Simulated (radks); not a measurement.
The numbers below are computed, except where a source is named.
Question: These are the eigenvalues of the occupied orbitals of an atom or ion with whole-number occupations (eV). Code: a radial shooting solver on a logarithmic mesh with Libxc functionals. Model: scalar-relativistic Kohn-Sham, SCAN, spin-polarised, spherical densities, finite nucleus; meta-GGA in the generalised Kohn-Sham scheme; Fermi nuclear charge, rms radius of each element as measured or else 0.836 A^(1/3) + 0.57 fm.

orbital  eigenvalue
1s up     -57468.19
1s down   -57468.02
2s up     -11176.98
2s down   -11173.49
2p up     -10116.32
2p down   -10113.27
3s up     -3826.371
3s down   -3820.809
3p up     -3498.173
3p down   -3492.623
3d up     -3101.645
3d down   -3095.320

Which element is it, and in what charge state? The configuration may be excited. Open shells, if any, are filled with parallel spins first.

Answer: Z = 67, holmium, charge +40: Ho40+ in [Ar] 3d9. The list shows which subshells hold electrons but not how many an open one holds; the 1s level, -2111.9 hartree, gives Z - s = 65.0 by -(Z - s)^2/2, which with screening and relativity narrows Z to a few neighbours, and the depths of the outer levels then fix element, charge and occupations together.
